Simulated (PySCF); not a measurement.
# HgF2 at several levels of theory

Computed with PySCF 2.14.0 (density fitting, no spin-orbit coupling) at the geometry relaxed with PBE0:

```xyz
3
HgF2 (singlet)
Hg    0.0000    0.0000    0.3648
F     1.9166    0.0000    0.3641
F    -1.9166    0.0000    0.3641
```

```csv
level,basis,state,HOMO (eV),gap (eV),charge on Hg1 (e),dipole about the centre of mass (D),largest force component (eV/Å)
PBE0,"Hg def2-SVP with ECP60, F def2-SVP",singlet,-9.86,7.71,0.87,0.00,0.02
HF,the same,singlet,-14.61,16.03,1.19,0.00,0.12
PBE0,"Hg def2-TZVP with ECP60, F def2-TZVP",singlet,-10.24,7.87,0.99,0.00,0.03
```

Charges are Mulliken's, which hang on the basis. The relaxation used the grid (50, 194), these runs (75, 302) or, all-electron (x2c bases, spin-free X2C Hamiltonian), (99, 590).

Task: What does PBE with Hg def2-SVP with ECP60, F def2-SVP give here?

Result: state singlet, HOMO (eV) -7.85, gap (eV) 4.69, charge on Hg1 (e) 0.74, dipole about the centre of mass (D) 0.00, largest force component (eV/Å) 0.49. Time: 1.3 s on 2 threads of Arm Neoverse V1, on a shared host, from an already converged density.

In the first row's basis the gap widens with exact exchange: 4.7 eV for PBE (none); 7.7 eV for PBE0 (a fixed share); 16.0 eV for Hartree–Fock (rising or full at long range).
